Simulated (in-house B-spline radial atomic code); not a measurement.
A run on an ion of nuclear charge 59 with 59.8 electrons that did not converge. Method: scalar-relativistic (X2C) PBE0, spin-polarised, spherical fractional occupations, Fermi nucleus of rms radius 4.8919 fm; computed with a B-spline radial code for spherical atoms.

Command:
```bash
python run_scf.py task.json out
```
Settings (nuclear radius in fm, mass in u):
```
Z                59
configuration    [Xe] 4f3.8 6s2
hamiltonian      x2c
method           pbe0
spin_polarised   True
nucleus          fermi
rms_radius       4.8919
atomic_mass      140.90766
speed_of_light   137.035999084
```

First and last ten iterations of the last attempt (damped for 15 steps, keeping 80 % of the old Fock matrix, then DIIS):
```
 iter        energy (Eh)    residual
    1       -9226.226627    4.75e-01
    2       -9223.959727    5.80e-01
    3       -9230.199941    3.62e-01
    4       -9233.357223    2.12e-01
    5       -9234.868617    1.23e-01
    6       -9235.550680    7.63e-02
    7       -9235.842012    4.20e-02
    8       -9232.597072    1.55e-01
    9       -9235.359870    9.20e-02
   10       -9235.772304    5.31e-02
  111       -9232.314866    1.64e-01
  112       -9232.313662    1.64e-01
  113       -9232.307741    1.64e-01
  114       -9231.512915    1.65e-01
  115       -9231.951640    1.08e-01
  116       -9231.967294    1.21e-01
  117       -9235.177566    1.12e-01
  118       -9235.454261    8.36e-02
  119       -9231.981456    1.15e-01
  120       -9235.508181    8.91e-02
 not converged after 120 iterations
```

The smallest residual met was 2.2e-02; the threshold is about 6e-07. No energy from this run should be used. The likely cause: this method binds the added charge weakly or not at all at the basis-set limit, so charge moves back and forth between the atom and the box. Time taken, with all properties: 3.1 s on 1 thread of Intel(R) Xeon(R) 6975P-C, on a shared host.
